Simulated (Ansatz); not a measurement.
Reaction (cleavage of the Si–Al bond): `[SiH3][O][AlH][SiH3]` + `C=CN[SiH2]Cl` → `C=CN([SiH3])[SiH2]Cl` + `[AlH2][O][SiH3]`

Calculated with Ansatz (gas phase, PBE0-D4/def2-TZVP geometries, no zero-point term in ΔE). CCSD(T)/CBS is the MP2 limit (def2-TZVPP, def2-QZVPP) plus CCSD(T) − MP2 in def2-TZVPP, frozen cores. DFT in def2-TZVPP. B3LYP here is the variant with VWN-RPA as its local correlation; programs differ in this. Each species was taken in one conformer, which may not be the lowest.

(1) Is it downhill or uphill in electronic energy at CCSD(T)/CBS, and by how much? (Estimate.)

(2) What do these levels give: B3LYP-D4, ωB97X-V, CCSD(T)/def2-TZVPP, MP2/def2-QZVPP, SCS-MP2/def2-QZVPP, MP2/CBS(def2)? (Estimate.)

Largest T1 diagnostic among the species: 0.013.

Answers

(1) Ansatz gave: Downhill: ΔE = -7.7 kcal/mol.

(2) Ansatz gave: B3LYP-D4 -6.6, ωB97X-V -6.8, CCSD(T)/def2-TZVPP -7.5, MP2/def2-QZVPP -10.7, SCS-MP2/def2-QZVPP -10.2, MP2/CBS(def2) -10.7 kcal/mol.

From PBE to PBE0 (25 % exact exchange), in def2-TZVPP and without D4, ΔE moves by −1.9 kcal/mol. The D4 term adds −3.4 kcal/mol with B3LYP and −1.7 kcal/mol with PBE0; it sums over pairs of atoms, weighted by their polarisabilities, and B3LYP, whose exchange is more repulsive, gets the larger term.
